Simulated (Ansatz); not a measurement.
SnI3, SMILES [I][Sn+]([I])[I], charge +1.

Coordinates come from a PBE0-D3(BJ)/def2-SVP optimisation. The spin state was assumed, not searched. The isomer is the one that the SMILES or the coordinates give; other isomers of the formula were not compared. The def2 effective core potentials stand for the cores of I, Sn; spin–orbit coupling is left out.

Two levels are set side by side: PBE/def2-SVPD (Ansatz, an electronic-structure program) and CAM-B3LYP/def2-SVPD (Ansatz). Energy differences of separate SCF runs at the same geometry; the states with an electron removed or added have multiplicity 2 and 2. Differences are taken from unrounded values.

| quantity | CAM-B3LYP |
|---|---|
| vertical ionisation energy (eV) | 14.50 |
| vertical electron affinity (eV) | 7.10 |
| vertical singlet–triplet gap (eV) | 2.70 |

**Question.** What does PBE give, and how far is it from CAM-B3LYP? (Estimate from the structure and the level; the computed values follow.)

**Answer.** 
```json
[
 {"quantity": "vertical ionisation energy (eV)", "PBE": "13.66", "PBE minus CAM-B3LYP": "-0.84"},
 {"quantity": "vertical electron affinity (eV)", "PBE": "7.00", "PBE minus CAM-B3LYP": "-0.10"},
 {"quantity": "vertical singlet–triplet gap (eV)", "PBE": "2.00", "PBE minus CAM-B3LYP": "-0.71"}
]
```
